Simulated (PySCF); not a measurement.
# Reading the logs of faulty runs: Al2H3NSi

All numbers below are calculated, not measured. They come from PySCF 2.14.0, an open-source quantum chemistry program, on an isolated molecule that a program drew, which may never have been made. The molecule is Al2H3NSi (charge 0, singlet), drawn as the SMILES string `[Al][Al]=[N][SiH3]`.

Each row is a Hartree-Fock (HF) and frozen-core CCSD(T) single point in the cc-pV(D+d)Z basis, meant for a local HF minimum. Run 1 is clean. Each other run has one planted mistake out of seven kinds, and not every kind appears here: one electron removed, one electron added, multiplicity raised by two, geometry at a saddle point, minimal basis STO-3G, one bond length entered in bohr, all coordinates scaled. The reference is restricted for singlets and unrestricted otherwise, and also for a bond in bohr. Adding or removing an electron swaps singlet and doublet. Electrons count all cores. HOMO and LUMO are orbital energies over both spins, the gradient is its largest component, and the lowest frequency (negative if imaginary) is given only where the gradient is small. Bond lengths are over the 6 bonds as drawn. T1 is the CCSD diagnostic: over 0.02 (restricted) or 0.045 (unrestricted) a single reference is doubtful.

Geometry of the clean run:
```xyz
7
Al2H3NSi, angstrom
Al   -4.4861    1.6893   -3.9785
Al   -2.2119    1.2753   -2.3520
N    -0.8942    1.0353   -1.4096
Si    0.4586    0.7888   -0.4423
H     1.0826    2.0614    0.0294
H     0.1608    0.0056    0.7944
H     1.5489    0.0411   -1.1378
```

| run | electrons | basis functions | <S^2> | HOMO (eV) | LUMO (eV) | gradient (hartree/bohr) | lowest frequency (cm^-1) | mean bond (Å) | longest bond (Å) | T1 | HF (hartree) | CCSD(T) (hartree) | mistake |
|---|---|---|---|---|---|---|---|---|---|---|---|---|---|
| 1 | 50 | 98 | 0.000 | -8.48 | -0.67 | 7.9e-06 | 56 | 1.7711 | 2.826 | 0.0275 | -828.94590 | -829.37606 | no fault |
| 2 | 51 | 98 | 0.906 | -1.77 | 4.24 | 3.1e-02 | - | 1.7711 | 2.826 | 0.0423 | -828.99019 | -829.42600 | one electron added |
| 3 | 50 | 98 | 2.039 | -7.36 | -1.33 | 1.6e-02 | - | 1.7711 | 2.826 | 0.0326 | -828.90971 | -829.31895 | multiplicity raised by two |
| 4 | 50 | 35 | 0.000 | -2.74 | 7.47 | 4.7e-02 | - | 1.7711 | 2.826 | 0.0329 | -818.96266 | -819.18308 | minimal basis STO-3G |
| 5 | 50 | 98 | 2.112 | -5.51 | 0.23 | 7.5e-02 | - | 2.0140 | 3.095 | 0.0881 | -828.83149 | -829.19877 | ? |
| 6 | 50 | 98 | 0.000 | -8.18 | -0.76 | 5.0e-02 | - | 1.8863 | 3.010 | 0.0318 | -828.92001 | -829.36117 | ? |

**Which mistake was planted in run 5, and what did it cost?**

The mean bond changes by a factor of 1.137 and the longest by 1.095, so the molecule wasn't scaled as a whole. A length L in bohr read as angstrom grows by (1/0.5292 - 1) L = 0.890 L. The 6 bonds together grew by 6 x 0.2429 = 1.457 Å, which gives L = 1.638 Å. That is bond Al2-N3, 1.638 Å in the clean geometry. So the mistake is: one bond length entered in bohr. Subtracting run 1 and multiplying by 627.51 kcal/mol a hartree, the energy moved by 71.8 kcal/mol in HF and 111.3 kcal/mol in CCSD(T).

**Which mistake was planted in run 6, and what did it cost?**

The mean and the longest bond both change by the same factor, 1.065, and the gradient is no longer small. So the mistake is: all coordinates scaled. Subtracting run 1 and multiplying by 627.51 kcal/mol a hartree, the energy moved by 16.2 kcal/mol in HF and 9.3 kcal/mol in CCSD(T).

Cautions from the logs. Run 1: T1 is over the limit, so its CCSD(T) energy is less reliable; run 4: T1 is over the limit, so its CCSD(T) energy is less reliable; run 5: T1 is over the limit, so its CCSD(T) energy is less reliable; run 6: T1 is over the limit, so its CCSD(T) energy is less reliable.
